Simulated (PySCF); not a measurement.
A side-by-side comparison of computed properties.

First species: C₂H₈O₂Si₂.
Cartesian coordinates in Å at the GFN2-xTB level; atoms count from 1:
```
atom  x, y, z in Å
O1     2.5490   -1.1674    0.4208
Si2    1.6109   -0.1162   -0.4125
O3     2.3688    1.3093   -0.2798
Si4   -0.3830    0.2503    0.6238
C5    -1.9027    0.8414   -0.3283
C6    -1.9294   -0.6479    0.0010
H7     2.3097   -2.0830    0.5157
H8     1.6030   -0.5613   -1.8120
H9     3.3195    1.3632   -0.3315
H10   -0.4961    0.5456    2.0594
H11   -2.6466    1.4438    0.1712
H12   -1.8310    1.0962   -1.3762
H13   -1.8754   -1.3166   -0.8472
H14   -2.6976   -0.9580    0.6934
```

Second species: C4H5N.
SMILES: `C=NC1=CC1`

Levels: wB97X-D/def2-SVPD for dipole moment, HOMO energy, LUMO energy, HOMO–LUMO gap, static isotropic polarisability and electronic spatial extent ⟨r²⟩ about the centre of nuclear charge; TDDFT wB97X-D/def2-SVPD for lowest singlet excitation; TDA wB97X-D/def2-SVPD for lowest triplet excitation (Tamm–Dancoff); GFN2-xTB for rotational constant A and rotational constant C. Geometries: GFN2-xTB. Each species is one conformer at its optimised geometry, gas phase, non-relativistic unless stated; the electronic structure was computed with PySCF and density fitting.

Dipoles, sizes and rotational constants follow the conformer. The torsions of the flexible species, by atom-mapped SMILES:
- `[OH:1][SiH:2]([OH:3])[SiH:4]1[CH2:5][CH2:6]1`: O1–Si2–Si4–C5 -156°, H–O1–Si2–O3 178°, H–O3–Si2–O1 40°
- `[CH2:1]=[N:2][C:3]1=[CH:4][CH2:5]1`: C1–N2–C3–C4 82°

| property | column X | column Y |
| --- | --- | --- |
| dipole moment | 1.58 D | 1.61 D |
| HOMO energy | -8.63 eV | -8.19 eV |
| LUMO energy | 1.25 eV | 0.70 eV |
| HOMO–LUMO gap | 9.88 eV | 8.89 eV |
| lowest singlet excitation | 5.57 eV | 4.08 eV |
| lowest triplet excitation (Tamm–Dancoff) | 4.63 eV | 3.35 eV |
| static isotropic polarisability | 85.0 au | 57.6 au |
| electronic spatial extent ⟨r²⟩ about the centre of nuclear charge | 1080 bohr² | 420 bohr² |
| rotational constant A | 4.694 GHz | 19.241 GHz |
| rotational constant C | 1.135 GHz | 3.157 GHz |

Problem. Which column belongs to which species?

Solution. Column X is the first species and column Y the second. The first has 14 atoms and 64 electrons, the second 10 and 36.

Problem. How does each property change from the first species to the second?

Solution. dipole moment +0.03 D; HOMO energy +0.44 eV; LUMO energy -0.55 eV; HOMO–LUMO gap -0.99 eV; lowest singlet excitation -1.49 eV; lowest triplet excitation (Tamm–Dancoff) -1.28 eV; static isotropic polarisability -27.4 au; electronic spatial extent ⟨r²⟩ about the centre of nuclear charge -660 bohr²; rotational constant A +14.547 GHz; rotational constant C +2.022 GHz.

On the first: The principal polarisabilities are 74.9, 76.4 and 103.8 au; their mean is the isotropic value. No computed singlet falls in the visible range (750 to 380 nm, 1.65 to 3.26 eV); S1 lies 2.31 eV above its blue end.

On the second: The dipole equals about 5.4 × 10⁻³⁰ C·m (1 D = 3.33564 × 10⁻³⁰ C·m). A dipole of 1.61 D is allowed in C1, and pure rotational transitions are dipole-allowed.
